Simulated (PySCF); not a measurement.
Si(OH)(SH) (H2OSSi), SMILES O[Si]S (connectivity only; charge and spin as stated), neutral, multiplicity 1. Heavy atoms are numbered as in [Si:1]([OH:2])[SH:4]. Hydrogens are named by the atom that carries them.

Geometry: B3LYP-D3(BJ)/def2-TZVP. One conformer was computed; it need not be the lowest.

Method: PBE0/pcSseg-2 run with PySCF.

GIAO shieldings, no solvent; atoms alike by connectivity are averaged. δ = σ(ref) − σ: ²⁹Si against TMS (σ = 341.9 ppm); ¹⁷O against H2O (σ = 327.8 ppm); ¹H against TMS (σ = 31.54 ppm); ³³S against H2S (σ = 711.3 ppm), references at their B3LYP-D3(BJ)/def2-TZVP geometries, non-relativistic.

```csv
nucleus,atoms,count,δ (ppm)
²⁹Si,Si1,1,224.9
¹⁷O,O2 (OH),1,193.3
¹H,H on O2,1,6.01
¹H,H on S4,1,3.62
³³S,S4 (SH),1,356.2
```
